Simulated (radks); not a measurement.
All-electron atom: V6+ in [Ne] 3s2 3p5. All-electron calculation, scalar-relativistic Kohn-Sham, BLYP, spin-polarised, spherical densities, finite nucleus; open shells are filled with parallel spins first; Fermi nuclear charge, rms radius 3.6002 fm. Program: a radial shooting solver on a logarithmic mesh with Libxc functionals.

Unscreened Slater integrals over Kohn-Sham orbitals (eV). They are taken over the spin-up orbitals. Empty in this configuration: 3d.

integral,value
"F0(3p,3p)",26.769
"F2(3p,3p)",13.590
"F0(3p,3s)",27.148
"G1(3p,3s)",18.111
"F0(3p,2p)",36.021
"F2(3p,2p)",7.5629
"G0(3p,2p)",3.0333
"G2(3p,2p)",3.1727
"F0(3p,3d)",26.334
"F2(3p,3d)",12.991
"G1(3p,3d)",15.732
"G3(3p,3d)",9.8667
"F0(3s,3s)",27.568
"F0(3s,2p)",36.438
"G1(3s,2p)",3.1876
"F0(3s,3d)",26.736
"G2(3s,3d)",12.241
"F0(2p,2p)",90.921
"F2(2p,2p)",42.688
"F0(2p,3d)",34.689
"F2(2p,3d)",7.4482
"G1(2p,3d)",5.7171
"G3(2p,3d)",3.2490
"F0(3d,3d)",26.139
"F2(3d,3d)",12.930
"F4(3d,3d)",8.2305

Derived for the open shells (J is the average intra-shell exchange parameter used in DFT+U). 3p: J = F2/5 = 2.718 eV.
